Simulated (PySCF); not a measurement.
Estimate the missing entries of this data sheet.

Compound: C7H9Cl3.
SMILES: `[C@@]12(C(Cl)Cl)C[C@@H](C[C@@H]1C2)Cl`

```csv
property,level,value
point group of the GFN2-xTB geometry,GFN2-xTB,?
"rotational constants A, B, C of the GFN2-xTB geometry",GFN2-xTB,"1.611, 0.502, 0.428 GHz"
dipole moment,PBE0/pcSseg-1,2.80 D
HOMO energy,PBE0/pcSseg-1,-8.31 eV
LUMO energy,PBE0/pcSseg-1,0.06 eV
13C chemical shifts (computed TMS as zero) by class,GIAO PBE0/pcSseg-1,?
1H chemical shifts (computed TMS as zero) by class,GIAO PBE0/pcSseg-1,?
"isotropic shieldings of nuclei other than C and H, by class",GIAO PBE0/pcSseg-1,"657 (1 Cl), 707 (1 Cl), 708 (1 Cl) ppm"
```

Gas-phase values; electronic properties from PySCF, density fitting. Isolated species at its GFN2-xTB geometry (one conformer only). The shieldings hold no spin–orbit term; for a carbon that bears several chlorines this term is known to matter.

Question: Give the 1H chemical shifts (computed TMS as zero) by class.

Answer: 6.13 (1 H), 4.37 (1 H), 2.46 (1 H), 2.44 (1 H), 2.21 (1 H), 2.15 (1 H), 1.63 (1 H), 1.63 (1 H), 1.48 (1 H) ppm.

Question: Give the point group of the GFN2-xTB geometry.

Answer: C1.

Question: The 13C chemical shifts (computed TMS as zero) by class?

Answer: 90.8 (1 C), 63.7 (1 C), 47.8 (1 C), 43.7 (1 C), 41.7 (1 C), 31.6 (1 C), 14.4 (1 C) ppm.

In atomic units the dipole is 1.10 e·bohr (1 au = 2.5417 D). With B = h/(8π²I), that is 505.379 GHz u Å² over I, the principal moments of inertia are 313.7, 1007.1 and 1180.6 u Å² (most abundant isotopes); the inertial defect Ic − Ia − Ib is -140.2 u Å² (zero for a rigid planar frame, negative otherwise). The rotational constants make it an asymmetric top with κ = (2B − A − C)/(A − C) = -0.88, nearer the prolate limit (−1). A dipole of 2.80 D is allowed in C1, and pure rotational transitions are dipole-allowed.
